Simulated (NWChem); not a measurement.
HS2, doublet; SMILES [S]S

```xyz
3

S      0.0299    -1.0521     0.0000
S      0.0674     0.9436     0.0000
H     -1.2756     1.2740     0.0000
```
Atoms are numbered in this order, from 1.

Computed with NWChem. Spin-unrestricted. In the optimisation the excess spin sits in a" (Cs, its own frame). Structure relaxed at the PBE-D3(BJ)/def2-SVP, spin-unrestricted level. No stability test was run on the SCF state. Vzz is the largest principal value of the second derivative of the potential at the nucleus (NWChem prints the opposite sign); η is the asymmetry. Non-relativistic.

**Question.** What does the run give for PBE/cc-pVTZ? Quantities: Vzz S1 (a.u.); η S1; Vzz S2 (a.u.); η S2.

**Answer.** The vzz S1 (a.u.) is -2.884, the η S1 is 0.50 and the vzz S2 (a.u.) comes out as 1.535. The η S2 is 0.82.
